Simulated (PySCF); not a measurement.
Field gradients at the hydrogen positions

Species: C₅H₁₃FOSi₂.
Structure used (GFN2-xTB), in Å, numbered top down from 1:
```xyz
22
C5H13FOSi2 angstrom
C      3.732    0.763   -0.112
O      2.370    0.530    0.124
C      2.078   -0.819    0.427
Si     0.206   -0.880    0.791
C     -0.706   -0.080   -0.681
C     -2.182   -0.044   -0.453
Si    -2.953    1.524    0.249
C     -2.940   -1.096   -0.724
F     -2.430   -2.246   -1.230
H      4.333    0.530    0.777
H      3.838    1.819   -0.355
H      4.100    0.156   -0.949
H      2.372   -1.467   -0.411
H      2.663   -1.147    1.298
H     -0.063   -0.124    2.020
H     -0.192   -2.281    0.966
H     -0.485   -0.660   -1.580
H     -0.322    0.929   -0.834
H     -2.284    1.862    1.506
H     -4.382    1.306    0.473
H     -2.757    2.611   -0.714
H     -4.007   -1.169   -0.587
```

Level: PBE0/pcSseg-1 (PySCF, non-relativistic); Q(2H) = 0.00286 b; rigid geometry, the same for H and D, with no vibrational averaging.

**Question.** Rank these positions by the coupling χzz of a deuteron there, largest first.
A. H14 (methylene hydrogen)
B. H17 (methylene hydrogen)
C. H15 (Si–H hydrogen)
D. H22 (vinylic hydrogen)

**Answer.** D (217 kHz), B (206 kHz), A (196 kHz), C (107 kHz).

**Question.** Give the electric field gradient Vzz (the principal value of largest size), its asymmetry and the 2H coupling at each hydrogen.

**Answer.** 
```csv
atom,bonded to,bond length (Å),Vzz (au),η,χzz (kHz)
H10,C1,1.098,0.2887,0.08,194
H11,C1,1.089,0.3066,0.06,206
H12,C1,1.098,0.2883,0.08,194
H13,C3,1.099,0.2913,0.09,196
H14,C3,1.099,0.2920,0.09,196
H15,Si4,1.468,0.1595,0.03,107
H16,Si4,1.468,0.1592,0.01,107
H17,C5,1.093,0.3071,0.04,206
H18,C5,1.090,0.3101,0.06,208
H19,Si7,1.464,0.1619,0.02,109
H20,Si7,1.463,0.1627,0.03,109
H21,Si7,1.466,0.1608,0.02,108
H22,C8,1.079,0.3229,0.11,217
```

**Question.** Average by the element that carries the hydrogen.

**Answer.** on C: 202 kHz over 8 positions, mean bond length 1.093 Å; on Si: 108 kHz over 5 positions, mean bond length 1.466 Å.

**Question.** How does χzz go with the bond length over the 8 C–H bonds?

**Answer.** A straight-line fit has a slope of -11.6 kHz for each 0.01 Å, with a correlation coefficient of -0.96, over lengths from 1.079 to 1.099 Å. The longer bonds have the smaller couplings here.

**Question.** Give the 2H NMR doublet splittings at H13 for a magnetic field along the z, y and x axes of the gradient: 3χ/2, 3χ(1 + η)/4, 3χ(1 − η)/4.

**Answer.** With |χ| = 195.8 kHz and η = 0.088: 294, 160 and 134 kHz, to first order and without motion.

Isolated species at its GFN2-xTB geometry (one conformer only). GFN2-xTB bond lengths can be off by several hundredths of an ångström, more for odd bonds, and the gradients follow them. These gradients aren't converged with respect to the basis.
